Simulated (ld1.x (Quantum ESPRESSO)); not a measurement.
## Se, TM semilocal: configuration errors across variants

* Element: selenium
* Generator: ld1.x (Quantum ESPRESSO) 7.5
* Type: norm-conserving Troullier–Martins (semilocal form)
* Functional: PBE
* Relativity: scalar-relativistic
* Frozen core: [Ar] 3d10
* Valence charge: 6
* Reference configuration: 4s2 4p4
* Partial waves: 4s (bound): rc 1.65 bohr; 4d channel at 0.15 Ry: rc 1.60 bohr; 4p (bound): rc 1.85 bohr
* Local potential: the p channel
* Core correction: none

All-electron excitation energies from the reference (eV): (1) 4s2 4p3 10.845; (2) 4s2 4p2 31.193; (3) 4s2 4p1 62.061; (4) 4s2 4p4.3 -1.593; (5) 4s2 4p0 104.245; (6) 4s0 4p6 21.964; (7) 4s1 4p4 22.382.

A semilocal file is local in each channel, so a ghost entry of none says nothing of the separable form that plane-wave codes build from it.

1 further variants failed, have other tests or too few solved ones, and are left out.

Errors AE − PS in meV (a dash: test not solved or not reliable):

```csv
change,(1),(2),(3),(4),(5),(6),(7),bound ghosts
base,-3.3,-16,-42,+0.2,-56,+9.9,+2.9,none
core correction a·sin(br)/r model core inside 1.76 bohr,-4.3,-26,-88,+0.2,-214,-4.7,-5.3,none
wave 4p (bound): rc 1.85 bohr becomes 4p (bound): rc 2.24 bohr,-2.7,-17,-56,+0.3,-119,+24,+10,none
wave 4d channel at 0.15 Ry: rc 1.60 bohr becomes 4d channel at -0.13 Ry: rc 1.60 bohr,-3.3,-16,-42,+0.2,-56,+9.9,+2.9,none
"all radii scaled by about 1.31 (s 2.16, p 2.42, d 2.08 bohr)",+0.4,+1.1,-3.6,+0.4,-0.5,+19,+3.3,none
```

(1) Give the same row for: wave 4s (bound): rc 1.65 bohr becomes 4s (bound): rc 1.44 bohr.

Results:

(1) -3.5, -17, -47, +0.2, -68, +12, +3.5; bound ghosts: none.
